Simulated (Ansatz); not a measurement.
`BC=C=O` + `CCN` → `BNCC` + `C=C=O` at 600 K and 1 bar (ligand exchange at a B–C bond).

Calculated with Ansatz (gas phase, PBE0-D4/def2-TZVP geometries, no zero-point term in ΔE). CCSD(T)/CBS is the MP2 limit (def2-TZVPP, def2-QZVPP) plus CCSD(T) − MP2 in def2-TZVPP, frozen cores. This one scheme is used for every species. One conformer a species, not always the lowest.

```tsv
species	CCSD(T)/CBS energy (Eh)	H − E (kJ/mol)	S (J/(mol·K))
`BC=C=O`	-177.84089	158.1	337.4
`CCN`	-135.01652	286.3	335.4
`BNCC`	-160.44809	329.4	380.8
`C=C=O`	-152.43640	113.6	283.5
```

H − E and S are ideal-gas, rigid-rotor, harmonic terms from PBE0-D4/def2-TZVP, for one conformer and one mirror image of each species. 1 Eh = 2625.50 kJ/mol, R = 8.31446 J/(mol·K).

Problem. By hand: ΔE, ΔH, ΔS and ΔG.

Solution. ΔE = (-160.44809) + (-152.43640) − (-177.84089) − (-135.01652) = -0.02708 Eh = -71.1 kJ/mol. Δ(H − E) = 329.4 + 113.6 − 158.1 − 286.3 = -1.4, so ΔH = -72.5 kJ/mol. ΔS = 380.8 + 283.5 − 337.4 − 335.4 = -8.5 J/(mol·K). ΔG = -72.5 − 600 × (-8.5)/1000 = -67.4 kJ/mol.

Problem. By hand: the equilibrium constant, and the temperature at which ΔG would vanish if ΔH and ΔS stayed fixed.

Solution. log₁₀ K = −ΔG/(RT ln 10) = 5.9. ΔG = 0 at ΔH/ΔS = 8529 K, far beyond where these terms or the molecules hold.

The number of gas molecules stays the same, so ΔS is small and ΔH decides. A doubt of 5 kJ/mol in ΔE shifts log₁₀ K by 0.4 here. Other conformers and mirror images would add mixing entropy, several J/(mol·K) or more a flexible species. These are equilibria of isolated gas molecules and say nothing of rates. Largest T1 diagnostic: 0.017 (customary marks: 0.02 for closed shells, 0.045 for open ones).
